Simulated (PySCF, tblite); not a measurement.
Isomers of C6H14N3P, one GFN2-xTB conformer each. Single-point energies are computed at PBE0/pcSseg-1 (PySCF, gas phase, no added dispersion term), electronic only.

```json
{"SMILES": "CN=[P@](C)(CCC#N)NC", "GFN2-xTB relative energy (kJ/mol)": "198.6"}
{"SMILES": "CN(C)P1N(C)C=CN1C", "GFN2-xTB relative energy (kJ/mol)": "0.0"}
```

Conformers: `[CH3:1][N:2]=[P@:3]([CH3:4])([CH2:5][CH2:6][C:7]#[N:8])[NH:9][CH3:10]` with N2–P3–C5–C6 -47°, P3–C5–C6–C7 174°, N2–P3–N9–C10 -159°; `[CH3:1][N:2]([CH3:3])[P:4]1[N:5]([CH3:6])[CH:7]=[CH:8][N:9]1[CH3:10]` with C1–N2–P4–N5 -132°.

Task: What does PBE0/pcSseg-1 give for the same structures?

Result: 
| SMILES | PBE0/pcSseg-1 E (Eh) | PBE0/pcSseg-1 (kJ/mol) | GFN2-xTB (kJ/mol) | point group |
| --- | --- | --- | --- | --- |
| CN(C)P1N(C)C=CN1C | -741.98928 | 0.0 | 0.0 | near Cs |
| CN=[P@](C)(CCC#N)NC | -741.97148 | 46.7 | 198.6 | C1 |

Both levels put the same isomer lowest. As drawn, the lower has a C=C bond outside aromatic rings, which the higher lacks; the higher has a C≡N group and an N–H bond, which the lower lacks.

Task: Which frontier levels, dipoles and rotational constants go with these structures?

Result: 
```csv
SMILES,"HOMO (eV, PBE0/pcSseg-1)",LUMO (eV),dipole (D),"A, B, C (MHz)"
CN(C)P1N(C)C=CN1C,-4.57,0.94,0.73,"1399, 1161, 827.8"
CN=[P@](C)(CCC#N)NC,-6.11,0.49,5.24,"1372, 733.1, 582.7"
```

Task: What happens when harmonic zero-point energies from GFN2-xTB frequencies are added?

Result: 
```json
{"SMILES": "CN(C)P1N(C)C=CN1C", "ZPE (kJ/mol)": "520.8", "electronic (kJ/mol)": "0.0", "with ZPE (kJ/mol)": "0.0"}
{"SMILES": "CN=[P@](C)(CCC#N)NC", "ZPE (kJ/mol)": "512.4", "electronic (kJ/mol)": "46.7", "with ZPE (kJ/mol)": "38.3"}
```

The zero-point energies span 8.4 kJ/mol. The order is unchanged.

Task: As an exercise, what shares would exp(−E/RT) give at 2000 K from these electronic energies alone (no entropy, no degeneracies)?

Result: RT = 16.629 kJ/mol: CN(C)P1N(C)C=CN1C 94.3 %, CN=[P@](C)(CCC#N)NC 5.7 %.
